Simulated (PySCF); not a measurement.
B(Cl)2(Et) (C₂H₅BCl₂), SMILES C(B(Cl)Cl)C. Atoms are numbered in the order given.

```xyz
10

B      0.1114     0.1786     0.0000
Cl    -1.6149    -0.1327     0.0000
Cl     0.6363     1.8556     0.0000
C      1.1662    -0.9731     0.0000
C      0.6499    -2.4046     0.0000
H      1.8269    -0.7857    -0.8680
H      1.8269    -0.7857     0.8680
H      0.0266    -2.6065     0.8841
H      0.0266    -2.6065    -0.8841
H      1.4761    -3.1310     0.0000
```
Charge 0, spin multiplicity 1.

Geometry optimised at PBE0-D3(BJ)/def2-SVP. Other conformers were not sampled.

The numbers are results of PBE0-D3(BJ)/def2-SVP (PySCF), not measurements.

Frequencies are harmonic and unscaled.

```
mode  ν (cm⁻¹)  IR (km/mol)  moving atoms (share of kinetic energy)
----  --------  -----------  --------------------------------------
1           34          0.7                 H 55 %, C 34 %, Cl 10 %
2          174          0.3                 Cl 44 %, C 34 %, H 19 %
3          206          0.3                          H 83 %, C 10 %
4          265          2.0                         Cl 70 %, C 19 %
5          377          1.6                 Cl 42 %, C 41 %, H 15 %
6          385          0.1                          B 53 %, H 42 %
7          548          6.1                 Cl 42 %, C 38 %, H 15 %
8          705         18.0                  H 55 %, B 25 %, C 20 %
9          932        183.4                  B 44 %, H 43 %, Cl 8 %
10         975          0.2                          H 79 %, C 15 %
11         984        107.2                  B 40 %, C 32 %, H 23 %
12        1075        137.7                  B 45 %, H 31 %, C 22 %
13        1107         56.0                  H 45 %, C 36 %, B 19 %
14        1244          0.3                          H 80 %, C 19 %
15        1341         66.6                  C 45 %, H 42 %, B 13 %
16        1390          6.7                          H 89 %, C 10 %
17        1409          1.3                          H 77 %, C 22 %
18        1472         16.2                                  H 95 %
19        1474          9.1                                  H 97 %
20        3040         16.4                                  H 94 %
21        3062         21.2                                  H 97 %
22        3079          1.3                           H 91 %, C 9 %
23        3156         16.6                          H 90 %, C 10 %
24        3157         13.2                           H 91 %, C 9 %
```
